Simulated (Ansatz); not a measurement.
Coupled-cluster diagnostics for the cluster B4⁻ (the lowest doublet isomer of a short search), Ansatz.

Geometry of the doublet (r2SCAN-D4/def2-TZVPD):

```xyz
4

B     0.799    0.210    0.327
B     0.369    0.389   -1.227
B    -0.809   -0.220   -0.292
B    -0.358   -0.379    1.192
```

Correlated methods freeze 4 core orbitals. The structure comes from a short search, and lower isomers may exist.

Geometry of the charge -1 quartet (r2SCAN-D4/def2-TZVPD):

| atom | x (Å) | y (Å) | z (Å) |
| --- | --- | --- | --- |
| B1 | 0.7449 | 0.4485 | -0.1699 |
| B2 | 0.6896 | -0.8414 | 0.8022 |
| B3 | -0.7449 | -0.4485 | 0.1699 |
| B4 | -0.6896 | 0.8414 | -0.8022 |

Estimate the CCSD(T) correlation energy, the shares of MP2 and (T), T1 and the reference's ⟨S²⟩ for: charge -1, doublet, own geometry in def2-TZVPPD; charge -1, quartet, own geometry in def2-TZVPPD; charge 0, singlet, vertical in def2-TZVPPD; and the rough time on 4 threads of Arm Neoverse V1 on a shared host.


| state | basis | correlation (eV) | MP2 share (%) | (T) share (%) | T1 | ⟨S²⟩ (pure) | wall time | remarks |
| --- | --- | --- | --- | --- | --- | --- | --- | --- |
| charge -1, doublet, own geometry | def2-TZVPPD | -10.786 | 84.3 | 7.8 | 0.067 | 1.71 (0.75) | 21 s | large T1, spin-contaminated |
| charge -1, quartet, own geometry | def2-TZVPPD | -10.362 | 86.8 | 7.1 | 0.025 | 3.80 (3.75) | 8 s | – |
| charge 0, singlet, vertical | def2-TZVPPD | -11.932 | 90.3 | 9.1 | 0.029 | 0.00 (0.00) | 5 s | large T1, restricted SCF unstable |
Customary marks for T1 are 0.02 (closed shells), 0.045 (open shells) and about 0.05 (3d metals). T1 exceeds 0.02 in 3 of 3 rows and 0.045 in 1; the higher it lies, the less the single-reference result can be trusted.
